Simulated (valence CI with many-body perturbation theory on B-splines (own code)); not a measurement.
## Energy levels of Ne5+

Computed by configuration interaction combined with many-body perturbation theory (CI+MBPT): three valence electrons over a frozen Dirac-Fock core [He], a basis of 11 s, 11 p, 10 d, 8 f, 5 g, 2 h functions for each j, with the one-electron correlation potential Σ1 (screened to all orders), the two-electron term Σ2, the three-electron term Σ3, Breit, model QED; selected single and double excitations, second order for the rest, scaled by the run's own slope (own B-spline code, finite nucleus).

Against 34 measured levels this calculation errs by 190 cm⁻¹ on average and by 461 at most. These come from a selection out of NIST levels in Podobedova, Fuhr, Reader and Wiese, J. Phys. Chem. Ref. Data 33, 525 (2004). Levels without a partner in it may be off by more. 3 measured levels below the end of the list, from 983000 cm⁻¹ on, found no clear computed partner, and computed levels of the same name lie up to 9625 cm⁻¹ from them.

Levels 91 to 135 of 203, with energies above the lowest level, 2s2 2p 2P°_1/2. "Leading %" is the weight of the configuration and term that name the level; weights of strongly mixed levels are sums over their largest components and can fall short. In the jj column 3d3/2^4 stands for four electrons in 3d with j = 3/2. Lifetimes count E1, E2, E3, M1 and M2 decay at the calculated energies, and are blank where another channel may lead or the interval is too uncertain; long ones can be off by a factor of two.

```csv
No.,Configuration,Term,J,E (cm⁻¹),Leading %,Lifetime,Second component,Leading jj
91,2p2 3p,2D°,3/2,1071100,98,31.6 ps,,2p1/2 2p3/2 3p3/2 (56 %)
92,2p2 3p,2D°,5/2,1071900,97,31.3 ps,,2p3/2^2 3p3/2 (54 %)
93,2p2 3p,2P°,1/2,1079400,86,24.1 ps,11 % 2s 2p 4s 2P°,2p3/2^2 3p3/2 (38 %)
94,2p2 3p,2P°,3/2,1079500,87,23.6 ps,10 % 2s 2p 4s 2P°,2p1/2 2p3/2 3p3/2 (37 %)
95,2p2 3p,4S°,3/2,1083100,99,29.5 ps,,2p1/2 2p3/2 3p3/2 (36 %)
96,2p2 3d,4F,3/2,1093100,93,829 ps,6 % 2s 2p 4f 4F,2p1/2 2p3/2 3d3/2 (38 %)
97,2p2 3d,4F,5/2,1093400,93,823 ps,6 % 2s 2p 4f 4F,2p1/2 2p3/2 3d3/2 (53 %)
98,2p2 3d,4F,7/2,1093700,92,827 ps,6 % 2s 2p 4f 4F,2p1/2 2p3/2 3d5/2 (53 %)
99,2p2 3d,4F,9/2,1094200,93,847 ps,6 % 2s 2p 4f 4F,2p3/2^2 3d5/2 (60 %)
100,2s2 5s,2S,1/2,1094600,92,124 ps,6 % 2p2 5s 2S,2s^2 5s (92 %)
101,2p2 3p,2F°,5/2,1095700,93,54.7 ps,5 % 2s 2p 3d 2F°,2p1/2 2p3/2 3p1/2 (46 %)
102,2p2 3p,2F°,7/2,1095900,93,54.5 ps,5 % 2s 2p 3d 2F°,2p1/2 2p3/2 3p3/2 (60 %)
103,2s 2p 4s,4P°,1/2,1096000,95,98.5 ps,,2s 2p1/2 4s (86 %)
104,2s 2p 4s,4P°,3/2,1096400,94,97.8 ps,,2s 2p1/2 4s (56 %)
105,2s 2p 4s,4P°,5/2,1097300,95,96.3 ps,,2s 2p3/2 4s (95 %)
106,2s 2p 4s,2P°,1/2,1099700,57,140 ps,20 % 2s2 5p 2P°,2s 2p1/2 4s (45 %)
107,2s 2p 4s,2P°,3/2,1100200,54,150 ps,24 % 2s2 5p 2P°,2s 2p3/2 4s (51 %)
108,2p2 3d,4D,1/2,1100300,77,226 ps,16 % 2s 2p 4p 4D,2p1/2 2p3/2 3d3/2 (68 %)
109,2p2 3d,4D,3/2,1100400,77,225 ps,16 % 2s 2p 4p 4D,2p1/2 2p3/2 3d3/2 (28 %)
110,2p2 3d,4D,5/2,1100600,78,246 ps,15 % 2s 2p 4p 4D,2p3/2^2 3d3/2 (21 %)
111,2p2 3d,4D,7/2,1100800,78,257 ps,14 % 2s 2p 4p 4D,2p1/2 2p3/2 3d5/2 (45 %)
112,2p2 3d,2F,5/2,1103200,88,31.2 ps,10 % 2s 2p 4f 2F,2p1/2 2p3/2 3d5/2 (41 %)
113,2p2 3d,2P,3/2,1103300,88,16.2 ps,9 % 2s 2p 4p 2P,2p1/2 2p3/2 3d5/2 (37 %)
114,2p2 3d,2P,1/2,1104000,86,16.2 ps,11 % 2s 2p 4p 2P,2p3/2^2 3d5/2 (57 %)
115,2p2 3d,2F,7/2,1104100,86,31.3 ps,10 % 2s 2p 4f 2F,2p3/2^2 3d5/2 (46 %)
116,2s2 5p,2P°,1/2,1105500,72,155 ps,16 % 2s 2p 4s 2P°,2s^2 5p1/2 (72 %)
117,2s2 5p,2P°,3/2,1105700,68,150 ps,19 % 2s 2p 4s 2P°,2s^2 5p3/2 (68 %)
118,2p2 3p,2D°,5/2,1108100,96,22.1 ps,,2p1/2 2p3/2 3p3/2 (65 %)
119,2p2 3p,2D°,3/2,1108200,96,22.1 ps,,2p1/2 2p3/2 3p3/2 (25 %)
120,2p2 3d,4P,5/2,1111600,72,6.35 ps,25 % 2s 2p 4p 4P,2p1/2 2p3/2 3d5/2 (37 %)
121,2s2 5d,2D,3/2,1111600,93,29.2 ps,6 % 2p2 5d 2D,2s^2 5d3/2 (93 %)
122,2s2 5d,2D,5/2,1111700,93,29.3 ps,6 % 2p2 5d 2D,2s^2 5d5/2 (93 %)
123,2p2 3d,4P,3/2,1111700,69,6.68 ps,29 % 2s 2p 4p 4P,2p1/2 2p3/2 3d3/2 (21 %)
124,2p2 3d,4P,1/2,1111800,67,6.84 ps,32 % 2s 2p 4p 4P,2p3/2^2 3d3/2 (36 %)
125,2s 2p 4p,4D,1/2,1114700,80,236 ps,15 % 2p2 3d 4D,2s 2p1/2 4p1/2 (70 %)
126,2s 2p 4p,4D,3/2,1114900,81,253 ps,15 % 2p2 3d 4D,2s 2p1/2 4p1/2 (35 %)
127,2s 2p 4p,4D,5/2,1115300,82,261 ps,14 % 2p2 3d 4D,2s 2p1/2 4p3/2 (37 %)
128,2s2 5g,2G,7/2,1115300,93,184 ps,6 % 2p2 5g 2G,2s^2 5g7/2 (93 %)
129,2s2 5g,2G,9/2,1115300,93,184 ps,6 % 2p2 5g 2G,2s^2 5g9/2 (93 %)
130,2s 2p 4p,4D,7/2,1115900,84,290 ps,13 % 2p2 3d 4D,2s 2p3/2 4p3/2 (84 %)
131,2s2 5f,2F°,5/2,1115900,92,84.5 ps,6 % 2p2 5f 2F°,2s^2 5f5/2 (92 %)
132,2s2 5f,2F°,7/2,1115900,92,84.5 ps,6 % 2p2 5f 2F°,2s^2 5f7/2 (92 %)
133,2s 2p 4p,4S,3/2,1116000,86,98.0 ps,10 % 2s 2p 4p 2P,2s 2p3/2 4p1/2 (38 %)
134,2s 2p 4p,2P,1/2,1116400,81,31.6 ps,10 % 2p2 3d 2P,2s 2p3/2 4p3/2 (39 %)
135,2s 2p 4p,2P,3/2,1116800,70,34.4 ps,12 % 2s 2p 4p 4S,2s 2p3/2 4p3/2 (62 %)
```

Names give the largest LS component (configuration and term), which can be under half, so a name can repeat, a term be missing and a line seem to break the LS rules; names also repeat where a configuration has a term twice.

Where two levels of one J and parity lie close, their mixing, g and order are uncertain.
